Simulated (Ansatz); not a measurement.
Total energies of Ba₂S₂ (the lowest singlet isomer of a short search) from Ansatz at PBE-D4/def2-TZVP, gas phase (1 Eh = 27.2114 eV = 2625.5 kJ/mol). The reference geometry is relaxed at r2SCAN-D4/def2-SVP.

```csv
atom,x (Å),y (Å),z (Å)
Ba1,-1.629,-0.408,-1.116
Ba2,1.622,0.404,1.128
S3,0.605,-1.844,-0.209
S4,-0.598,1.848,0.198
```

```json
{"state": "charge 0 singlet", "geometry": "reference", "energy (Eh)": "-847.29912"}
{"state": "charge 1 doublet", "geometry": "reference", "energy (Eh)": "-847.06652"}
{"state": "charge 0 triplet", "geometry": "relaxed at r2SCAN-D4/def2-SVP", "energy (Eh)": "-847.22462"}
{"state": "charge 0 quintet", "geometry": "relaxed at r2SCAN-D4/def2-SVP", "energy (Eh)": "-847.10302"}
{"state": "free Ba atom (singlet)", "geometry": "–", "energy (Eh)": "-25.46690"}
{"state": "free S atom (triplet)", "geometry": "–", "energy (Eh)": "-397.93833"}
```

In the def2 sets Ba takes a core potential; there is no spin–orbit coupling.

Task: Work out the vertical ionisation energy to the doublet.

Result: E(charge 1 doublet) − E(charge 0 singlet) = -847.06652 − (-847.29912) = 0.23260 Eh = 6.33 eV. For comparison, −ε of the highest occupied level is 3.95 eV at this level, 2.38 eV less.

Task: Which of the charge 0 states is lowest, and how far above it are the others?

Result: The singlet. triplet: -847.22462 − (-847.29912) = 0.07450 Eh = 195.6 kJ/mol; quintet: -847.10302 − (-847.29912) = 0.19610 Eh = 514.9 kJ/mol.

Task: What is the binding energy per atom against free atoms?

Result: Atoms: 2 × (-25.46690) + 2 × (-397.93833) = -846.81046 Eh. Binding: -846.81046 − (-847.29912) = 0.48866 Eh = 13.30 eV, or 3.32 eV for each of 4 atoms (no zero-point energy, no counterpoise term).

The structure comes from a short search, and lower isomers may exist.
